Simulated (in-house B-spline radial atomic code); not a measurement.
**Ionising the thallium ion Tl⁴⁺ with different functionals**

Computed with a radial B-spline atomic code at the basis-set limit: scalar-relativistic (spin-free X2C) Hamiltonian, Fermi nucleus of rms radius 5.4759 fm, spin-polarised at highest spin, spherical fractional occupations for the functionals, the average over the highest-spin determinants for Hartree-Fock. The ionisation energy is the difference of two self-consistent energies, [Xe] 4f14 5d9 → [Xe] 4f14 5d8, without Breit or QED terms; ε is the level of the shell that loses the electron (its least bound occupied spin orbital). There is no spin-orbit coupling in this Hamiltonian.

Hybrids are left out here: with spherical fractional occupations of an open shell their exact exchange keeps a self-interaction that integer-occupation calculations don't have.

```tsv
method	rung	ΔSCF (eV)	-ε(5d) (eV)
Hartree-Fock	Hartree-Fock	65.17	66.43
LDA VWN5	LDA	67.04	59.31
LDA PW92	LDA	67.03	59.30
LDA exchange-only	LDA	65.16	57.50
PBE	GGA	66.68	58.98
PBEsol	GGA	66.72	59.01
BLYP	GGA	66.52	58.82
RPBE	GGA	66.60	58.90
PW91	GGA	66.77	59.07
BP86	GGA	66.79	59.08
AM05	GGA	66.75	59.03
OLYP	GGA	66.87	59.16
TPSS	meta-GGA	66.63	58.94
SCAN	meta-GGA	66.82	59.19
r2SCAN	meta-GGA	66.88	59.24
revTPSS	meta-GGA	66.63	58.93
```

(1) How do they compare with the NIST value?

Answers

(1) NIST lists 62.6 eV ± 0.4 (measured, ground level to ground level). Errors run from +2.56 to +4.44 eV. The correlated functionals all miss on the same side by more than they spread, so the cause is common to them (spin-orbit coupling, Breit-QED terms, multiplet and fine-structure energies, or a listed next ion that isn't the cheapest removal here) and closeness doesn't rank the functionals. Hartree-Fock also lacks correlation.
